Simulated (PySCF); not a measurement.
Input for PySCF:
```python
from pyscf import gto, scf, dft

mol = gto.M(
    atom='''
Si   -0.00639139   -0.00195053    0.08523542
H     0.04566728    1.28384221   -0.56751131
H     0.04381220   -1.25653473   -0.62578461
''',
    basis='6-311g**',
    spin=2,
    verbose=3,
)

mf = dft.UKS(mol)
mf.xc = 'lda,vwn'
mf.kernel()
```

Q: What does this run give for the HOMO energy, Mulliken (on the basis functions themselves) charges in atom order, <S^2>?

A: 
```json
{
 "HOMO energy": "-4.70 eV",
 "Mulliken (on the basis functions themselves) charges in atom order": "Si1 0.05, H2 -0.03, H3 -0.03",
 "<S^2>": "2.002"
}
```

These values belong to the state on which the SCF converged, which isn't shown to be the lowest.
